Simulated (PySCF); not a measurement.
# Reading the logs of faulty runs: AlBCH4N

Calculated results; nothing here was measured. The program is PySCF 2.14.0, an open-source quantum chemistry code, run on an isolated molecule that a program drew, which may never have been made. The molecule is AlBCH4N (charge 0, doublet), drawn as the SMILES string `N=B[CH2][AlH]`.

Each row is a Hartree-Fock (HF) and frozen-core CCSD(T) single point in the cc-pV(D+d)Z basis, meant for a local HF minimum. Run 1 is clean. Each other run has one planted mistake out of seven kinds, and not every kind appears here: one electron removed, one electron added, multiplicity raised by two, geometry at a saddle point, minimal basis STO-3G, one bond length entered in bohr, all coordinates scaled. The reference is restricted for singlets and unrestricted otherwise, and also for a bond in bohr. Adding or removing an electron swaps singlet and doublet. Electrons count all cores. HOMO and LUMO are orbital energies over both spins, the gradient is its largest component, and the lowest frequency (negative if imaginary) is given only where the gradient is small. Bond lengths are over the 7 bonds as drawn. T1 is the CCSD diagnostic: over 0.02 (restricted) or 0.045 (unrestricted) a single reference is doubtful.

Geometry of the clean run:
```xyz
8
AlBCH4N, angstrom
N     0.0230    0.3435   -2.6736
B     0.6234   -0.2478   -1.7732
C     1.3383   -0.8954   -0.5724
Al    0.9500    0.1298    1.0884
H    -0.4339    0.7514   -3.4435
H     0.9714   -1.9203   -0.4420
H     2.4142   -0.9356   -0.7658
H    -0.4409   -0.1483    1.8137
```

| run | electrons | basis functions | <S^2> | HOMO (eV) | LUMO (eV) | gradient (hartree/bohr) | lowest frequency (cm^-1) | mean bond (Å) | longest bond (Å) | T1 | HF (hartree) | CCSD(T) (hartree) | mistake |
|---|---|---|---|---|---|---|---|---|---|---|---|---|---|
| 1 | 35 | 85 | 0.754 | -8.08 | 0.85 | 2.2e-05 | 101 | 1.3615 | 1.990 | 0.0160 | -361.24403 | -361.72391 | no fault |
| 2 | 35 | 85 | 0.753 | -7.98 | 0.94 | 3.1e-02 | - | 1.3234 | 1.934 | 0.0150 | -361.23721 | -361.71151 | all coordinates scaled |
| 3 | 34 | 85 | 0.000 | -14.93 | -6.70 | 3.6e-02 | - | 1.3615 | 1.990 | 0.0193 | -360.97162 | -361.45276 | one electron removed |
| 4 | 35 | 85 | 3.840 | -5.49 | -2.42 | 1.0e-01 | - | 1.3615 | 1.990 | 0.0417 | -361.08255 | -361.55725 | multiplicity raised by two |
| 5 | 36 | 85 | 0.000 | -0.24 | 6.47 | 3.7e-02 | - | 1.3615 | 1.990 | 0.0164 | -361.22519 | -361.73625 | ? |
| 6 | 35 | 28 | 0.755 | -4.66 | 7.39 | 7.5e-02 | - | 1.3615 | 1.990 | 0.0180 | -356.81035 | -357.03873 | ? |

**Which mistake was planted in run 5, and what did it cost?**

It counts 36 electrons, one more than the clean run, at the same geometry and basis. So the mistake is: one electron added. Subtracting run 1 and multiplying by 627.51 kcal/mol a hartree, the energy moved by 11.8 kcal/mol in HF and -7.7 kcal/mol in CCSD(T).

**Which mistake was planted in run 6, and what did it cost?**

It has 28 basis functions where the clean run has 85, with the same electrons and geometry. So the mistake is: minimal basis STO-3G. Subtracting run 1 and multiplying by 627.51 kcal/mol a hartree, the energy moved by 2782.2 kcal/mol in HF and 2940.0 kcal/mol in CCSD(T).

